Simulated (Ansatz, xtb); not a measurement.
**Two structures of C4H9ClGaN**

We compare X, a singlet given by its coordinates, with Y, a singlet given by its coordinates. Both are isolated molecules in the gas phase, relaxed with PBE0-D3(BJ)/def2-SVP.

X (Å):

```xyz
16

C     1.0710   -3.4576   -2.0057
C     0.9141   -2.3854   -1.0479
C     1.7207   -0.5952    2.5839
C     3.0220   -1.3582    2.3674
Cl    2.5572    1.1443   -0.3127
Ga    0.9856    0.2301    0.9462
N     0.7997   -1.5228   -0.2933
H     1.7620   -3.1384   -2.7993
H     0.0983   -3.7077   -2.4523
H     1.4808   -4.3474   -1.5071
H    -0.4321    0.8690    0.7426
H     0.9463   -1.2462    3.0259
H     1.8718    0.2232    3.3093
H     3.4420   -1.7500    3.3094
H     2.8792   -2.2217    1.6963
H     3.7878   -0.7188    1.9011
```

Close contacts (Å): C1–C2 1.45, C2–N7 1.15, C3–C4 1.52, C3–Ga6 1.98, Cl5–Ga6 2.21, Ga6–N7 2.15, C1–H8 1.10, C1–H9 1.10, C1–H10 1.10, C3–H12 1.10, C3–H13 1.10, C4–H14 1.10, C4–H15 1.10, C4–H16 1.10, Ga6–H11 1.57.

Y (Å):

```csv
atom,x (Å),y (Å),z (Å)
C,2.0273,0.6436,-0.3042
C,1.5098,-0.7023,0.1745
C,1.0047,-0.6838,1.6254
C,-0.0819,0.2619,1.8044
Cl,-0.9628,3.2758,-0.3438
Ga,-2.1531,2.7161,1.4405
N,-0.9289,1.0398,1.8790
H,2.8493,1.0069,0.3329
H,2.4132,0.5638,-1.3305
H,1.2344,1.4093,-0.3098
H,2.3004,-1.4677,0.1244
H,0.6948,-1.0532,-0.4786
H,0.6465,-1.6763,1.9426
H,1.8107,-0.3927,2.3199
H,-3.5055,2.0145,1.0820
H,-1.8709,3.6271,2.6813
```

Close contacts (Å): C1–C2 1.52, C2–C3 1.54, C3–C4 1.45, C4–N7 1.15, Cl5–Ga6 2.22, Ga6–N7 2.12, C1–H8 1.10, C1–H9 1.10, C1–H10 1.10, C2–H11 1.10, C2–H12 1.10, C3–H13 1.10, C3–H14 1.10, Ga6–H15 1.57, Ga6–H16 1.56.

Task: Estimate E(Y) − E(X) at the level CCSD(T)/def2-SVP + ΔMP2/def2-TZVPP.

Result: Not settled: CCSD(T)/def2-SVP + ΔMP2/def2-TZVPP gives E(Y) − E(X) = +4.1 kcal/mol, but this leans on the basis-set step: CCSD(T) alone gives +1.0 kcal/mol.

How the difference moves with the method:

```tsv
level	geometry	E(Y) − E(X) (kcal/mol)	departure from the last row (kcal/mol)	job, with rough time for the two
PBE0-D3(BJ)/def2-SVP	PBE0-D3(BJ)/def2-SVP	+1.5	−2.6	optimisation, 2.3 min
HF/def2-SVP	PBE0-D3(BJ)/def2-SVP	+0.7	−3.4	part of the CCSD(T) run
MP2/def2-SVP	PBE0-D3(BJ)/def2-SVP	+1.8	−2.3	part of the CCSD(T) run
CCSD(T)/def2-SVP	PBE0-D3(BJ)/def2-SVP	+1.0	−3.1	single point
CCSD(T)/def2-SVP + ΔMP2/def2-TZVPP	PBE0-D3(BJ)/def2-SVP	+4.1		single point, 2.4 min
```

The largest departure from CCSD(T)/def2-SVP + ΔMP2/def2-TZVPP is that of HF/def2-SVP, 3.4 kcal/mol. A small imaginary or near-zero mode remains, so no thermal terms are given. Levels run at GFN2-xTB geometries aren't shown. The last row adds to CCSD(T) the change of the MP2 difference between the two basis sets, here +3.1 kcal/mol, a large step that makes the value less sure.

The correlated steps freeze 19 core orbitals; the filled d shell of Ga is correlated, in a basis made for valence electrons. Programs: Ansatz 0.2.0, xtb 6.7.1; the last row on 4 threads of Arm Neoverse V1 on a shared host.
